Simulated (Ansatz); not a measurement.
Mulliken charges of ClF$_{2}$H$_{3}$OSi$_{2}$, SMILES `F[SiH](F)O[SiH2]Cl` from ωB97M-V/def2-TZVPP in Ansatz (PBE0-D4/def2-TZVP geometry).

```json
{"atom": "F1", "x (Å)": "-1.647", "y (Å)": "-1.622", "z (Å)": "-0.415", "charge (e)": "-0.294"}
{"atom": "Si2", "x (Å)": "-0.083", "y (Å)": "-1.460", "z (Å)": "-0.566", "charge (e)": "0.770"}
{"atom": "F3", "x (Å)": "0.589", "y (Å)": "-2.722", "z (Å)": "0.101", "charge (e)": "-0.290"}
{"atom": "O4", "x (Å)": "0.408", "y (Å)": "-0.155", "z (Å)": "0.235", "charge (e)": "-0.349"}
{"atom": "Si5", "x (Å)": "0.227", "y (Å)": "1.401", "z (Å)": "0.683", "charge (e)": "0.439"}
{"atom": "Cl6", "x (Å)": "-0.448", "y (Å)": "2.498", "z (Å)": "-0.908", "charge (e)": "-0.210"}
{"atom": "H7", "x (Å)": "0.269", "y (Å)": "-1.409", "z (Å)": "-1.986", "charge (e)": "-0.036"}
{"atom": "H8", "x (Å)": "1.549", "y (Å)": "1.923", "z (Å)": "1.078", "charge (e)": "-0.015"}
{"atom": "H9", "x (Å)": "-0.775", "y (Å)": "1.499", "z (Å)": "1.762", "charge (e)": "-0.015"}
```

Question: By hand: the dipole of these point charges (1 e Å = 4.8032 D).

Answer: Σ q r = (0.280, 0.286, 0.094) e Å, of length 0.411 e Å = 1.97 D.

Question: How does the dipole of the full density compare? (An estimate is asked.)

Answer: Ansatz gave: (0.160, 0.166, 0.041) e Å, 1.12 D; the point charges give 1.76 times that, at 3° from its direction.

Point charges leave out the atoms' own dipoles, such as those of lone pairs, and Mulliken's split depends on the basis, so the two needn't agree.
